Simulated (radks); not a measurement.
Spherical quantum dot in the effective-mass picture: electrons in a hard-walled sphere of radius 8.78, all in effective atomic units (hartree* = m*/eps^2 hartree, bohr* = eps/m* bohr), one dielectric constant everywhere. Calculated with a radial shooting solver with Libxc functionals: non-relativistic Kohn-Sham, LDA (Slater exchange, Perdew-Wang correlation), spin-polarised, spherical densities. Levels are named by radial order and angular momentum (1s, 1p, 1d, 2s, ...), and open shells are averaged over m.

N = 18, configuration 1s2 1p6 1d10. This is the lowest configuration that the search found. Occupied and some empty levels:

level  occupation  eigenvalue (hartree*)  <r> (bohr*)
1s              2                 2.4950        6.445
1p              6                 2.5218        6.529
1d             10                 2.5724        6.631
1f              0                 2.6447        6.732
2s              0                 2.8096        4.053
2p              0                 2.9021        4.685

Energy (hartree*): total 23.9386, kinetic 4.4243, external 0, Hartree 22.935, exchange-correlation -3.4211. Static polarisability (adiabatic kernel): 425.3 bohr*^3.

Electron density:

r (bohr*)  n(r) (e/bohr*^3)
0.484            0.00005829
0.920            0.00007831
1.36              0.0001190
1.79              0.0001938
2.23              0.0003251
2.67              0.0005472
3.10              0.0009103
3.54               0.001483
3.97               0.002348
4.41               0.003596
4.85               0.005282
5.28               0.007378
5.72               0.009675
6.15                0.01170
6.59                0.01271
7.03                0.01193
7.46               0.009082
7.90               0.004972
8.34               0.001389
8.77              3.225e-06
